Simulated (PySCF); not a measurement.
**Static response to an electric field**

Compound: C₅H₈FNSi.
Cartesian coordinates in Å at the GFN2-xTB level; atoms count from 1:
```xyz
16
C5H8FNSi angstrom
N      3.4169    0.7086    0.1825
C      2.3809    0.2356    0.3010
C      1.0518   -0.2791    0.4466
F      1.0742   -1.3769    1.3161
C      0.4522   -0.7173   -0.8924
C     -1.0658   -0.7591   -0.7377
C     -1.5251    0.5758   -0.1391
Si    -0.2142    1.0169    1.1717
H      0.7341    0.0146   -1.6531
H      0.8529   -1.6909   -1.1823
H     -1.5446   -0.9507   -1.6994
H     -1.3286   -1.5742   -0.0605
H     -1.5539    1.3375   -0.9207
H     -2.5351    0.4944    0.2578
H      0.3194    2.3719    1.0620
H     -0.5225    0.6018    2.5361
```

Level: CAM-B3LYP/def2-SVPD (PySCF), static field, nuclei fixed, core orbitals frozen in the response. The polarisability tensor in these axes (au):

```
x   97.19  3.82  0.69
y    3.82 78.78  5.62
z    0.69  5.62 78.44
```

Task: Give the principal values, the mean and the anisotropy Δα = √{½[(α1 − α2)² + (α2 − α3)² + (α1 − α3)²]}.

Result: Principal values 72.79, 83.50 and 98.13 au; mean 84.81 au = 12.57 Å³ = 13.98 × 10⁻⁴⁰ C²·m²/J; Δα = 22.03 au (26 % of the mean).

Task: What is the dipole moment, and where does it point?

Result: (-4.63, 0.21, -1.09) D, 4.76 D in size, pointing from the negative to the positive side. Measured along this direction, the outermost atoms are N1 at the negative end and H14 at the positive end.

Task: Find the Langevin capture rate constant for H3O+ (19.018 u) meeting this molecule (129.041 u), k = 2.342 × 10⁻⁹ cm³/s × √(α in Å³ / reduced mass in u).

Result: The reduced mass is 16.58 u, so k = 2.04 × 10⁻⁹ cm³/s. The formula leaves out the permanent dipole, which adds to the capture rate.

Task: Refractivity n − 1 of an ideal gas of it at 400 K and 1 atm, from the electronic α?

Result: N = p/kT = 1.8347 × 10¹⁹ cm⁻³, so n − 1 = 2π × N × 12.57 × 10⁻²⁴ cm³ = 1449 × 10⁻⁶ at long wavelengths.

Task: Estimate the molar refractivity from the static electronic polarisability.

Result: Lorentz–Lorenz: R = (4π/3)N_A α = 2.5225 cm³/(mol·Å³) × 12.57 Å³ = 31.7 cm³/mol, in the limit of long wavelengths.

Task: Traceless (Buckingham) quadrupole moment about the centre of nuclear charge: eigenvalues?

Result: -12.87, 2.43, 10.44 D·Å. The values depend on the origin, since the dipole doesn't vanish. The electronic extent ⟨r²⟩ about the same centre is 1083 bohr², a root-mean-square distance of 2.11 Å for the 68 electrons.

Task: Form Σ f/ω² (atomic units) for the 8 lowest TDDFT singlets, given as eV and f, and set it beside the mean polarisability, which is this sum over all singlets: 6.47, 0.0079; 7.51, 0.0379; 7.76, 0.0428; 7.88, 0.0098; 8.00, 0.0132; 8.16, 0.0350; 8.32, 0.0101; 8.38, 0.0098.

Result: They add up to 2.04 au, 2.4 % of the 84.81 au; the largest single term is 0.53 au, from the state at 7.76 eV. Terms in order: 0.14, 0.50, 0.53, 0.12, 0.15, 0.39, 0.11, 0.10 au. Higher excitations give the rest. The strengths listed sum to 0.167.

One conformer (not necessarily the lowest) at the GFN2-xTB geometry, without solvent, vibrations or thermal averaging.
